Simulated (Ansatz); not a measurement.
Input for Ansatz (development build ahead of 0.2.0):

```yaml
crystal:
  periodic: [false, false, false]
  atoms:
    - { symbol: Zn, position_ang: [0.0, 0.0, 0.0] }
basis:
  gaussian: { orbitals: STO-3G }
hamiltonian:
  xc: hf
correlation:
  method: mp2
  frozen_orbitals: { Zn: 5 }
```

The input is written out in the form of the current development build from the run's settings.

Results

| Item | Value |
| --- | --- |
| Converged | yes |
| Reference energy | -1757.17725 hartree |
| Correlation energy | -0.03762 hartree |
| Total energy | -1757.21486 hartree |
